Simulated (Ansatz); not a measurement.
**Four-centre ligand exchange**

Start structure (AlNH4Cl2, singlet), relaxed at PBE0-D4/def2-TZVP:

```xyz
8
angstrom
Al -0.7603 0.2651 0.6233
H -0.7304 1.8216 0.8771
Cl -2.3347 -0.4961 -0.5955
Cl -0.1859 -0.9998 2.2399
H 1.3156 0.7515 -0.8638
N 0.7999 -0.0889 -0.6220
H 0.4551 -0.5113 -1.4797
H 1.4407 -0.7419 -0.1794
```

The step: AlHCl₂ ([Cl][AlH][Cl]) + NH₃ → AlNH₂Cl₂ ([NH2][Al]([Cl])[Cl]) + H₂; bonds formed: H2–H5; dative contacts that become bonds: Al1–N6; bonds broken: Al1–H2, H5–N6. Ansatz 0.2.0; basis: def2-TZVPP and def2-QZVPP; cores frozen in the correlated methods. Extrapolation: Hartree–Fock as exp(−7.88 √X), correlation as X^−2.97. Energies below are by CCSD(T) at an estimated basis limit (MP2 extrapolated from triple and quadruple zeta, plus CCSD(T) − MP2 in triple zeta).

Task: What are the electronic barrier and the energy of the step, from the start structure to the end structure? (An estimate is asked for; the value comes from the calculation.)

Result: By the calculation: Barrier 154.7 kJ/mol; step energy 67.2 kJ/mol (uphill); reverse barrier, their difference, 87.5 kJ/mol. Barrier and step energy count from the start structure, the reverse barrier from the end structure.

The saddle point: One imaginary mode of 1236i cm⁻¹.
```csv
pair,start (Å),saddle (Å),end (Å)
Al1–N6,2.03,1.86,1.75
H2–H5,2.89,1.00,0.75
Al1–H2,1.58,1.78,2.46
H5–N6,1.02,1.42,2.85
```

Zero-point energy (harmonic, PBE0-D4): ZPE is 129.3 kJ/mol at the start and 115.4 kJ/mol at the saddle, so the barrier goes from 154.7 to 140.8 kJ/mol.

No T1 diagnostic of these runs exceeds 0.010. The start structure is not quite a true minimum (one mode of 75i cm⁻¹).

The step is the kind of exchange with an N–H group that builds nitride films in atomic layer and chemical vapour deposition.

Labels in which every atom is bracketed show which atoms are joined, not bond orders.

For scale, one of the runs: CCSD(T)/def2-TZVPP, 213 basis functions, launched by `ansatz run in.yaml --threads 4 --pin off --events-out ev --progress --plain --max-ram 9574MiB`. Time: 51 s of wall clock on 4 CPU threads of an Arm Neoverse V1; the host was shared. Peak host memory: 2.7 GiB.
